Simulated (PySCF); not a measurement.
Job file and geometry (Å, from GFN2-xTB) of an NMR shielding run on `C[SiH2]C#Cc1nc[nH]c1F`, C6H7FN2Si, PySCF 2.14.0, density-fitted response routines, GIAO PBE0/pcSseg-1 NMR shielding, non-relativistic, gas phase; density fitting, a coarse starting grid and PySCF grid level 2 are the driver's defaults:

```
$ OMP_NUM_THREADS=1 python probes_run.py task.json out

{"job": {"kind": "nmr", "xc": "PBE0", "basis": "pcSseg-1"}, "charge": 0, "multiplicity": 1}
C     -3.496080     0.004777    -1.437287
Si    -2.885933     0.042626     0.358601
C     -1.038157     0.019243     0.342879
C      0.170400     0.005771     0.333576
C      1.576637    -0.010128     0.342390
N      2.348786    -0.046355    -0.791216
C      3.584814    -0.052367    -0.402695
N      3.699329    -0.021611     0.954625
C      2.420629     0.005344     1.426967
F      2.193973     0.038929     2.739559
H     -3.132388     0.862793    -1.995894
H     -3.155016    -0.889482    -1.951519
H     -4.581720     0.017376    -1.481471
H     -3.354126    -1.141743     1.090403
H     -3.324426     1.273817     1.028956
H      4.431053    -0.078190    -1.058342
H      4.535228    -0.018769     1.516656
```

Q: What does the program print?

A: 
```
coarse grid: 15696 points
cycle   1  E = -730.7682167967  dE =  1.805e+00  |g| = 7.186e-01  |ddm| = 4.242e+00
cycle   2  E = -730.5632229264  dE =  2.050e-01  |g| = 1.187e+00  |ddm| = 2.042e+00
cycle   3  E = -730.8863358789  dE = -3.231e-01  |g| = 1.814e-01  |ddm| = 1.384e+00
cycle   4  E = -730.8926507885  dE = -6.315e-03  |g| = 7.432e-02  |ddm| = 2.014e-01
cycle   5  E = -730.8937333691  dE = -1.083e-03  |g| = 2.919e-02  |ddm| = 7.496e-02
cycle   6  E = -730.8938977435  dE = -1.644e-04  |g| = 1.108e-02  |ddm| = 2.845e-02
cycle   7  E = -730.8939267559  dE = -2.901e-05  |g| = 3.093e-03  |ddm| = 1.136e-02
cycle   8  E = -730.8939287887  dE = -2.033e-06  |g| = 6.070e-04  |ddm| = 3.140e-03
final grid: 150368 points
cycle   9  E = -730.9555743025  dE = -4.033e-05  |g| = 7.972e-03  |ddm| = 8.428e-02
cycle  10  E = -730.9555655513  dE =  8.751e-06  |g| = 1.059e-02  |ddm| = 1.718e-02
cycle  11  E = -730.9555883014  dE = -2.275e-05  |g| = 1.620e-03  |ddm| = 9.281e-03
cycle  12  E = -730.9555887639  dE = -4.626e-07  |g| = 6.393e-04  |ddm| = 1.732e-03
cycle  13  E = -730.9555888568  dE = -9.290e-08  |g| = 2.012e-04  |ddm| = 6.178e-04
cycle  14  E = -730.9555888655  dE = -8.669e-09  |g| = 4.284e-05  |ddm| = 1.873e-04
cycle  15  E = -730.9555888659  dE = -3.888e-10  |g| = 1.696e-05  |ddm| = 5.893e-05
converged SCF energy = -730.9555888659

GIAO shielding tensors (ppm)
atom      isotropic    diamagn.    paramagn.     s11        s22        s33       span
  0 C      191.934     252.319     -60.385    187.549    190.839    197.415      9.866
  1 Si     418.172     882.881    -464.709    395.238    408.748    450.529     55.290
  2 C       87.333     261.564    -174.231     -0.803     37.686    225.116    225.919
  3 C       81.911     246.354    -164.443    -15.373     -9.918    271.025    286.398
  4 C       79.215     258.096    -178.880     39.776     63.399    134.471     94.696
  5 N      -41.742     321.621    -363.363   -261.702    -96.682    233.160    494.862
  6 C       60.163     251.573    -191.410    -19.066     75.589    123.966    143.032
  7 N       96.625     337.049    -240.424     17.721    110.313    161.842    144.121
  8 C       25.768     255.124    -229.357    -35.064     40.535     71.832    106.897
  9 F      320.573     474.726    -154.153    238.524    310.293    412.902    174.377
 10 H       31.148      31.304      -0.156     26.784     28.915     37.745     10.961
 11 H       31.149      31.299      -0.150     26.787     28.914     37.747     10.961
 12 H       31.613      25.946       5.667     27.085     28.091     39.664     12.579
 13 H       27.082      29.534      -2.452     23.403     25.749     32.092      8.689
 14 H       27.080      29.537      -2.457     23.402     25.749     32.090      8.688
 15 H       24.835      28.868      -4.033     20.712     25.071     28.723      8.011
 16 H       23.666      28.568      -4.902     19.224     22.995     28.778      9.554
```

Q: Turn these shieldings into chemical shifts. δ = σ(ref) − σ, references computed at the same level: TMS for ¹³C (σ = 186.93 ppm), ²⁹Si (σ = 349.16 ppm), ¹H (σ = 31.72 ppm); NH3 for ¹⁵N (σ = 267.73 ppm); CFCl3 for ¹⁹F (σ = 170.95 ppm).

A: Averaging equivalent atoms: C 8: 161.2; C 6: 126.8; C 4: 107.7; C 3: 105.0; C 2: 99.6; C 0: -5.0; Si 1: -69.0; N 5: 309.5; N 7: 171.1; F 9: -149.6; H 16: 8.05; H 15: 6.88; H 13/14: 4.64; H 10/11/12: 0.41 ppm. Unscaled 19F shifts against computed CFCl3 carry errors that often reach 10 to 50 ppm. Experimental scales use liquid or dissolved standards, which lie at an offset from isolated NH3 (liquid NH3: subtract about 20 ppm). Unscaled 15N shifts of sp2 nitrogen come out 20 to 40 ppm too high even then.

Size and cost of the density-fitted run: 212 basis functions, 71 s wall time on 1 thread of an Arm Neoverse N1, shared host; peak memory 0.93 GiB.
